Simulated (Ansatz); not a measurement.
Geometry optimisation, Ansatz, UKS PBE/def2-SVP.

input.yaml

```yaml
crystal:
  periodic: [false, false, false]
  atoms:
    - { symbol: Ta, position_ang: [0.0, 0.0, 0.0] }
    - { symbol: F, position_ang: [2.18, 0.0, 0.0] }
    - { symbol: Cl, position_ang: [0.0, 0.0, 2.47] }
    - { symbol: Cl, position_ang: [0.0, 0.0, -2.47] }
    - { symbol: Cl, position_ang: [-1.235, 2.139, 0.0] }
    - { symbol: Cl, position_ang: [-1.235, -2.139, 0.0] }
    - { symbol: H, position_ang: [3.4, 0.0, 0.0] }
magnetization:
  spin_polarized: true
  initial_magnetization: 1
basis:
  gaussian: { orbitals: def2-SVP }
hamiltonian:
  xc: pbe
relax:
  f_tol: 0.15
  max_steps: 25
  restrain:
    - { distance: [1, 6], at: 0.92, k: 30.0 }
    - { distance: [0, 1], at: 3.13, k: 30.0 }
```

Command:

```bash
$ ansatz run input.yaml --threads 4 --pin off --max-ram 5120MiB --backend cpu --events-out ev --progress --plain --runs-dir out
```

**Question.** Where does it end, and by what steps?

**Answer.** It converged. The restraints hold the end off the free minimum; the threshold counts their pulls, which the force column leaves out. Restrained pairs: F2–H7 (1.22 → 0.93 Å), Ta1–F2 (2.18 → 3.13 Å). After 5 steps the energy has fallen by 1.735 eV (the restraints' own energy left out); Ta1 moved furthest, 0.51 Å.

```tsv
step	energy less start (eV)	largest force component (eV/Å)	accepted
0	0.0000	2.055	yes
1	-0.8878	3.226	yes
2	-0.8295	9.595	yes
3	-1.6313	0.499	yes
4	-1.7263	0.301	yes
5	-1.7350	0.278	yes
```

```xyz
7
Properties=species:S:1:pos:R:3
Ta -0.514 0.000 0.000
F 2.618 -0.002 0.000
Cl 0.309 0.000 2.159
Cl 0.309 0.000 -2.159
Cl -1.579 2.044 0.000
Cl -1.579 -2.044 0.000
H 3.548 0.001 0.000
```

Run time: 40 s on 4 threads of Arm Neoverse V1, on a shared host, peak memory 0.34 GiB.
